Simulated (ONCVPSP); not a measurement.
# Which change was made? (Ir, ONCV)

- Element: iridium (Ir)
- Generator: ONCVPSP 4.0.1
- Type: optimised norm-conserving Vanderbilt (ONCV)
- Functional: PBEsol
- Relativity: scalar-relativistic
- Frozen core: [Xe]
- Valence charge: 23
- Reference configuration: 4f14 5d7 6s2
- Partial waves: 6s: rc 2.60 bohr, ncon 3, nbas 7, qcut 3.2 1/bohr, 3 projectors, debl 2.9 Ha; p scattering state at 0.07 Ha: rc 2.60 bohr, ncon 4, nbas 9, qcut 3.1 1/bohr, 2 projectors, debl 2.3 Ha; 5d: rc 1.85 bohr, ncon 4, nbas 9, qcut 8.5 1/bohr, 2 projectors, debl 3.1 Ha; 4f: rc 0.85 bohr, ncon 4, nbas 9, qcut 16.7 1/bohr, 2 projectors, debl 1 Ha
- Local potential: polynomial inside 0.65 bohr (lpopt 5, dvloc0 1 Ha)
- Core correction: none

In the p channel the program set the typed energies aside and used 0.050, 2.350 Ha. In the f channel the program set the typed energies aside and used -2.287, 0.250 Ha.

Cutoffs, loose and tight: the cutoffs (Ha) at which the residual kinetic energy of the hardest occupied pseudo-wave falls to 1 and 0.1 mHa per electron. They do not see the model core or the augmentation charge, which bear on the density cutoff. Test errors are all-electron minus pseudo excitation energies from the reference, over the configurations 4f14 5d7 6s1; 4f14 5d7 6s0; 4f14 5d6 6s0; 4f14 5d7.5 6s1.5; variants that change the core or the reference have their own tests.

The base gives: outcome: generated, projector energies reset by the program; cutoff, loose: 338 Ha; cutoff, tight: 502 Ha; bound ghosts: s, p; GHOST(+) flags above zero: s, p, d; largest test error (meV): -25.

Q: After one change the result is: outcome: generated, projector energies reset by the program; cutoff, loose: 606 Ha; cutoff, tight: 899 Ha; bound ghosts: s, p; GHOST(+) flags above zero: s, p, d; largest test error (meV): -25. Which change was it?
A. f: nbas 7
B. core [Kr] 4d10 4f14, valence charge 17; reference 5s2 5p6 5d7 6s1.75 6p0.25; waves now 5s+6s: rc 1.80 bohr, ncon 4, nbas 7, qcut 5.2 1/bohr, 2 projectors; 5p+6p: rc 1.55 bohr, ncon 3, nbas 7, qcut 8.5 1/bohr, 2 projectors; 5d: rc 1.80 bohr, ncon 3, nbas 7, qcut 9.5 1/bohr, 3 projectors, debl 2.1 Ha; local potential polynomial inside 1.10 bohr (lpopt 5, dvloc0 -1 Ha)
C. f: qcut 12.4

A: C. The others give: f: nbas 7 → outcome: generated, projector energies reset by the program; cutoff, loose: 268 Ha; cutoff, tight: 368 Ha; bound ghosts: s, p; GHOST(+) flags above zero: s, p, d; largest test error (meV): -25 | core [Kr] 4d10 4f14, valence charge 17; reference 5s2 5p6 5d7 6s1.75 6p0.25; waves now 5s+6s: rc 1.80 bohr, ncon 4, nbas 7, qcut 5.2 1/bohr, 2 projectors; 5p+6p: rc 1.55 bohr, ncon 3, nbas 7, qcut 8.5 1/bohr, 2 projectors; 5d: rc 1.80 bohr, ncon 3, nbas 7, qcut 9.5 1/bohr, 3 projectors, debl 2.1 Ha; local potential polynomial inside 1.10 bohr (lpopt 5, dvloc0 -1 Ha) → outcome: generated; cutoff, loose: 23 Ha; cutoff, tight: 41 Ha; bound ghosts: none; GHOST(+) flags above zero: s; largest test error (meV): -20 over the solved tests; 1 of 4 tests not solved or not reliable.
